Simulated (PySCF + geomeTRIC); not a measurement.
Species: C₂H₄OS, SMILES `C=C(O)S` (S–C–O–H torsion -20°, O–C–S–H torsion -54°) (charge 0, multiplicity 1).

### Question
Give a relaxed geometry from PySCF + geomeTRIC with r2SCAN-D4/def2-TZVP.

### Answer
Several could match; the one computed here: the end point of this relaxation, one of several conformers (outside a Z-matrix the atoms follow the SMILES, hydrogens last).
Z-matrix (Å, degrees):
```
C
C 1 1.3316
O 1 1.3628 2 121.54
H 3 0.9663 1 108.23 2 157.16
H 2 1.0787 1 120.53 3 173.58
H 2 1.0827 5 119.66 1 179.32
S 1 1.7736 2 121.94 5 -8.89
H 7 1.3487 1 96.15 2 127.99
```
